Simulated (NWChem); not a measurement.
System: CH₃ClO₃Si; SMILES O=C[Si](O)(O)Cl

Excerpt of the output:

```
             Northwest Computational Chemistry Package (NWChem) 7.3.0
             --------------------------------------------------------

                             Geometry "geometry" -> ""
                             -------------------------

 Output coordinates in angstroms (scale by  1.889725989 to convert to a.u.)

  No.       Tag          Charge          X              Y              Z
 ---- ---------------- ---------- -------------- -------------- --------------
    1 O                    8.0000     0.53015000     2.33050100    -0.38229200
    2 C                    6.0000     0.39867500     1.52596800     0.51326800
    3 Si                  14.0000    -0.38783300    -0.15056300     0.03422500
    4 O                    8.0000    -1.71109100    -0.38936000     0.97512100
    5 O                    8.0000    -0.71123400     0.00768500    -1.56748400
    6 Cl                  17.0000     0.95738900    -1.68234400     0.33263500
    7 H                    1.0000     0.73842300     1.77648000     1.55185600
    8 H                    1.0000    -2.22854500    -1.19393800     0.86982500
    9 H                    1.0000    -0.42207200     0.87759200    -1.88353500

 Effective nuclear repulsion energy (a.u.)     372.9413854845

                              NWChem Property Module
                              ----------------------

  itol2e modified to match energy
  convergence criterion.

                                 NWChem DFT Module
                                 -----------------

 Summary of "ao basis" -> "ao basis" (spherical)
 ------------------------------------------------------------------------------
       Tag                 Description            Shells   Functions and Types
 ---------------- ------------------------------  ------  ---------------------
 O                          6-311g**                 8       18   4s3p1d
 C                          6-311g**                 8       18   4s3p1d
 Si                         6-311g**                12       26   6s5p1d
 Cl                         6-311g**                12       26   6s5p1d
 H                          6-311g**                 4        6   3s1p

  itol2e modified to match energy
  convergence criterion.

[...]

          -----------------------------------------
          Chemical Shielding Tensors (GIAO, in ppm)
          -----------------------------------------

                                NWChem CPHF Module
                                ------------------

  scftype          =     RHF
  nclosed          =       32
  nopen            =        0
  variables        =     3520
  # of vectors     =        3
  tolerance        = 0.10D-03
  level shift      = 0.00D+00
  max iterations   =       50
  max subspace     =       30

 SCF residual:    3.1216246115907758E-005

Iterative solution of linear equations
  No. of variables     3520
  No. of equations        3
  Maximum subspace       30
        Iterations       50
       Convergence  1.0D-04

   iter   nsub   residual    time
   ----  ------  --------  ---------
     1      3    8.97D-01      80.5
     2      6    1.33D-01      89.1
     3      9    5.61D-03      97.8
     4     12    4.77D-04     106.4
     5     15    1.83D-05     115.1

      Atom:    1  O
        Diamagnetic
    387.2762      0.6533     -3.1668
      0.6533    399.6725    -16.0111
     -3.1668    -16.0111    402.8270

        Paramagnetic
   -156.0127   -357.7971   -122.5974
   -357.7971  -1143.0090    523.1690
   -122.5974    523.1690  -1495.8257

        Total Shielding Tensor
    231.2635   -357.1438   -125.7642
   -357.1438   -743.3365    507.1579
   -125.7642    507.1579  -1092.9986

           isotropic =    -535.0239
          anisotropy =   -1389.9054

          Principal Components and Axis System
                 1           2           3
            -1461.6275   -548.7913    405.3471

      1        -0.0667      0.4168      0.9065
      2        -0.5974      0.7110     -0.3709
      3         0.7992      0.5663     -0.2016

      Atom:    2  C
        Diamagnetic
    245.0628      7.3248      2.3027
      7.3248    264.4440     -3.4297
      2.3027     -3.4297    258.7811

        Paramagnetic
   -186.4339    -66.2849    -46.2557
    -66.2849   -325.7369     27.9686
    -46.2557     27.9686   -406.6710

        Total Shielding Tensor
     58.6288    -58.9601    -43.9530
    -58.9601    -61.2929     24.5389
    -43.9530     24.5389   -147.8899

           isotropic =     -50.1847
          anisotropy =    -162.8211

          Principal Components and Axis System
                 1           2           3
             -158.7321     93.1309    -84.9528

      1         0.1564      0.9035      0.3990
      2        -0.1512     -0.3773      0.9137
      3         0.9761     -0.2032      0.0776

      Atom:    3  Si
        Diamagnetic
    878.6359     -1.0535     -0.2202
     -1.0535    881.7237     -1.0458
     -0.2202     -1.0458    877.6215

        Paramagnetic
   -493.6131    -17.7005     -7.6236
    -17.7005   -526.5279    -36.9199
     -7.6236    -36.9199   -433.2055

        Total Shielding Tensor
    385.0228    -18.7540     -7.8438
    -18.7540    355.1958    -37.9657
     -7.8438    -37.9657    444.4160

           isotropic =     394.8782
          anisotropy =      95.2763

          Principal Components and Axis System
                 1           2           3
              458.3957    392.9804    333.2584

      1        -0.0127      0.9308      0.3653
      2        -0.3432     -0.3472      0.8728
      3         0.9392     -0.1143      0.3239

      Atom:    4  O
        Diamagnetic
    401.4387     12.2614    -12.7721
     12.2614    387.8147     -0.8371
    -12.7721     -0.8371    382.8219

[...]
```

Level: B3LYP/6-311G** (spherical d), GIAO. The geometry was optimised at PBE0/def2-SVP. The printed shielding anisotropy is the first printed principal value minus the mean of the other two.

**Question.** Write an input that gives this output.

**Answer.** One answer among several that fit: the input that was run:
```
start job
memory heap 200 mb stack 900 mb global 1100 mb
geometry units angstroms noautosym nocenter noautoz
  O      0.530150     2.330501    -0.382292
  C      0.398675     1.525968     0.513268
  Si    -0.387833    -0.150563     0.034225
  O     -1.711091    -0.389360     0.975121
  O     -0.711234     0.007685    -1.567484
  Cl     0.957389    -1.682344     0.332635
  H      0.738423     1.776480     1.551856
  H     -2.228545    -1.193938     0.869825
  H     -0.422072     0.877592    -1.883535
end
basis spherical
  * library 6-311g**
end
dft
  xc b3lyp
  iterations 150
end
property
  shielding
end
task dft property
```
